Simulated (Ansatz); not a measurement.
Born–Oppenheimer molecular dynamics of C₂H₉NSSi (14 atoms, charge 0, multiplicity 1). It starts from a relaxed structure.

Theory: Ansatz 0.2.0, RKS PBE0-D4/STO-3G.

- ensemble: NVT, Langevin thermostat
- time step: 2 fs
- steps asked: 40
- set temperature: 500 K
- friction: 0.05 /fs
- seed: 73879

First frame:

```xyz
14
Properties=species:S:1:pos:R:3
C -1.680 1.665 0.000
S 0.106 1.711 0.306
Si 0.547 -0.253 -0.419
C -0.003 -1.567 0.794
N 2.269 -0.496 -0.720
H -2.199 0.917 0.619
H -1.925 1.458 -1.052
H -2.100 2.647 0.252
H -0.141 -0.438 -1.680
H 0.192 -2.565 0.390
H 0.528 -1.481 1.747
H -1.074 -1.492 1.002
H 2.824 -0.370 0.157
H 2.643 0.236 -1.367
```

(1) How far do the bonds stretch over the last three quarters of this one trajectory? (Pairs bonded in most of those frames.)

Answers

(1) 
```csv
bond,mean (Å),spread (Å),shortest,longest
C1–S2,1.833,0.037,1.77,1.89
C1–H6,1.105,0.022,1.06,1.14
C1–H7,1.108,0.047,1.02,1.21
C1–H8,1.103,0.030,1.06,1.16
S2–Si3,2.107,0.078,1.97,2.21
Si3–C4,1.875,0.052,1.80,1.97
Si3–N5,1.777,0.033,1.70,1.82
Si3–H9,1.450,0.026,1.41,1.52
C4–H10,1.097,0.022,1.06,1.13
C4–H11,1.100,0.025,1.07,1.15
C4–H12,1.099,0.035,1.04,1.18
N5–H13,1.050,0.022,1.01,1.11
N5–H14,1.050,0.016,1.01,1.08
```

Mean temperature of the second half: 527 K. A step of 2 fs is long for free X–H stretches (periods near 10 fs) and can bias their spread and the temperature. A run of 0.08 ps of so small a system gives no equilibrium averages. Limits of this set-up: minimal basis.

Run time: 90 s on 1 thread of Intel(R) Xeon(R) Platinum 8488C (Sapphire Rapids) (shared host), peak memory 0.13 GiB.
